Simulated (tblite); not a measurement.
Species: C₈H₉N (charge +1 and doublet state).
Z-matrix (Å and degrees, GFN2-xTB geometry), rows numbered from 1:
```
C 
C   1  1.3442
C   2  1.4402  1  125.09
C   3  1.3978  2  121.55  1   -21.21
C   4  1.3782  3  121.75  2  -177.48
C   5  1.4101  4  120.51  3    -0.32
C   6  1.3651  5  119.98  4     0.14
C   7  1.4191  6  120.82  5    -0.61
N   8  1.3296  3  121.80  2    -4.82
H   1  1.0767  2  122.84  3    -3.49
H   1  1.0766  2  120.85  3   178.90
H   2  1.0828  1  117.67  3  -179.68
H   4  1.0779  3  118.97  2     0.21
H   5  1.0788  4  119.98  3   178.75
H   6  1.0786  5  119.61  4  -179.76
H   7  1.0796  6  120.73  5  -179.97
H   9  1.0107  8  119.96  3  -178.91
H   9  1.0093  8  122.41  3    -0.28
```

Method: GFN2-xTB as coded in tblite; computed harmonic values from a numerical Hessian at the method's own geometry, unscaled. Against measured fundamentals such values can be off by several per cent, at times by over 20. One conformer, not necessarily the lowest. Open shells enter through the occupations alone, without spin polarisation, and single modes of such species can be off by tens of per cent.

Harmonic wavenumbers (cm⁻¹): 81.0, 99.4, 213.9, 240.0, 357.5, 366.9, 411.0, 453.2, 478.0, 512.1, 550.8, 560.9, 571.8, 717.8, 761.4, 763.3, 831.2, 864.9, 900.2, 913.1, 922.9, 947.0, 955.7, 1005.7, 1069.2, 1122.3, 1168.4, 1203.2, 1249.1, 1281.4, 1327.7, 1355.5, 1388.8, 1398.3, 1425.4, 1477.2, 1507.9, 1549.5, 1594.4, 3052.1, 3094.2, 3105.8, 3114.1, 3115.1, 3120.1, 3146.8, 3412.1, 3467.7.

A = 2621, B = 1550, C = 979.0 MHz; mass 119.073 u (most abundant isotopes); point group C1, symmetry number 1; spin multiplicity 2.

Problem. Zero-point energy?

Solution. ½Σν̃ = 31613 cm⁻¹ = 90.39 kcal/mol.

Problem. Give the ideal-gas entropy at 298.15 K and 1 bar in the rigid-rotor, harmonic-oscillator model (classical rotation).

Solution. Translation 40.26, rotation 28.78, vibration 20.24, spin (R ln 2) 1.38: S = 90.7 cal/(mol K).

Problem. And Cp and H(298.15 K) − H(0)?

Solution. Cp = 35.47 cal/(mol K), of which vibrations give 27.52 (their classical limit is 48 R = 95.4); H(298.15 K) − H(0) = 5.93 kcal/mol without the zero-point energy, 3.56 from vibrations.

Problem. Which modes carry the vibrational entropy at 298.15 K?

Solution. 81.0 cm⁻¹: 3.87; 99.4 cm⁻¹: 3.47; 213.9 cm⁻¹: 2.01; 240.0 cm⁻¹: 1.80; 357.5 cm⁻¹: 1.13; 366.9 cm⁻¹: 1.09 cal/(mol K); the other 42 give 6.87 together.

Problem. How do the functions run with temperature in this model?

Solution. 
```json
{"T (K)": "100", "S (cal/(mol K))": "65.9", "Cp (cal/(mol K))": "14.4", "H − H(0) (kcal/mol)": "1.06", "G − H(0) (kcal/mol)": "-5.53", "ln q(vib)": "0.74"}
{"T (K)": "200", "S (cal/(mol K))": "78.8", "Cp (cal/(mol K))": "24.5", "H − H(0) (kcal/mol)": "2.99", "G − H(0) (kcal/mol)": "-12.78", "ln q(vib)": "2.31"}
{"T (K)": "300", "S (cal/(mol K))": "90.9", "Cp (cal/(mol K))": "35.7", "H − H(0) (kcal/mol)": "6.00", "G − H(0) (kcal/mol)": "-21.27", "ln q(vib)": "4.21"}
{"T (K)": "500", "S (cal/(mol K))": "113.8", "Cp (cal/(mol K))": "54.4", "H − H(0) (kcal/mol)": "15.12", "G − H(0) (kcal/mol)": "-41.77", "ln q(vib)": "8.53"}
{"T (K)": "800", "S (cal/(mol K))": "143.4", "Cp (cal/(mol K))": "71.2", "H − H(0) (kcal/mol)": "34.23", "G − H(0) (kcal/mol)": "-80.50", "ln q(vib)": "15.25"}
{"T (K)": "1000", "S (cal/(mol K))": "160.1", "Cp (cal/(mol K))": "78.2", "H − H(0) (kcal/mol)": "49.22", "G − H(0) (kcal/mol)": "-110.89", "ln q(vib)": "19.52"}
```

q(vib) and H(0) count from the zero-point level.

Hindered rotation and anharmonicity are outside this model. Other conformers, if any are populated, would add a mixing term that is left out. The structure is chiral; the term R ln 2 for an equal mix with its mirror image is left out.

The run took 0.54 s wall on one thread, Arm Neoverse V2 (aarch64), no GPU, on a shared host. This covers the Hessian and the dipole derivatives.
